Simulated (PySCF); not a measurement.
## Solvent effects on NMR parameters

Mapped SMILES: `[F:1][c:2]1[cH:3][o:4][c:5]([SiH2:6][O:7][SiH3:8])[cH:9]1`. Hydrogens are named by the atom that carries them.

GIAO PBE0/pcSseg-1 in PySCF 2.14 on one PBE0-D3(BJ)/def2-SVP conformer, non-relativistic, equivalent nuclei averaged. Solvents enter as an IEF-PCM continuum (chloroform with ε = 4.7, methanol with ε = 32.6) around the gas-phase geometry. Shifts are referred to CFCl3, TMS computed in the same medium.

In chloroform, δ in ppm: F1 -178.9, C2 162.2, C5 158.0, C3 139.0, C9 122.9, Si8 -36.4, Si6 -37.4, H(C3) 7.93, H(C9) 7.18, H(Si6) 5.19, H(Si8) 4.79. Dipole moment 0.26 D.

(1) How does each δ change in the more polar medium?

(2) Which nuclei move most (in ppm), and what does the model miss?

## Answers

(1) 
| atoms | environment | Δδ, methanol |
| --- | --- | --- |
| F1 | aryl fluorine | -0.4 |
| C2 | aromatic carbon bearing fluorine | +0.2 |
| C5 | substituted aromatic carbon next to the ring oxygen | +0.2 |
| C3 | aromatic CH next to the ring oxygen | +0.7 |
| C9 | aromatic CH | +0.6 |
| Si8 | silicon bonded to O, 3 H | +0.1 |
| Si6 | silicon bonded to C, O, 2 H | +0.2 |
| H(C3) | hydrogen on an aromatic CH next to the ring oxygen | +0.08 |
| H(C9) | hydrogen on an aromatic CH | +0.10 |
| H(Si6) | hydrogen on a silicon bonded to C, O | 0.00 |
| H(Si8) | hydrogen on a silicon bonded to O | -0.01 |

Changes are relative to chloroform. The dipole moment becomes 0.30 D in methanol.

(2) C3 (aromatic CH next to the ring oxygen, +0.7 ppm) in methanol. A continuum only polarises the solute; specific hydrogen bonds, the anisotropy of aromatic solvents and changes of geometry or conformer are outside it.
